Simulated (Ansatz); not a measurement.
Basis-set series for C2H7FGe, SMILES `C[CH](F)[GeH3]`. The species carries charge 0 and has multiplicity 1. Geometry: relaxed with PBE0-D4/def2-TZVP.

```
functional       basis  functions  energy (Eh)  HOMO (eV)  LUMO (eV)
   PBE0-D4    def2-SVP        109  -2256.40158      -8.05       1.06
   PBE0-D4  def2-TZVPP        239  -2256.87421      -8.13       0.74
   ωB97M-V    def2-SVP        109  -2256.64822     -10.26       2.83
   ωB97M-V  def2-TZVPP        239  -2257.12892     -10.36       2.32
```

(1) Give the rows for def2-QZVPP. (Best estimate.)

## Answers

(1) The calculation gave: 
| functional | basis | functions | energy (Eh) | HOMO (eV) | LUMO (eV) |
| --- | --- | --- | --- | --- | --- |
| PBE0-D4 | def2-QZVPP | 470 | -2256.92909 | -8.15 | 0.41 |
| ωB97M-V | def2-QZVPP | 470 | -2257.18267 | -10.38 | 1.72 |

Positive LUMOs are unbound and depend on the basis. Scalar relativity is left out up to krypton.

All numbers were calculated with Ansatz.
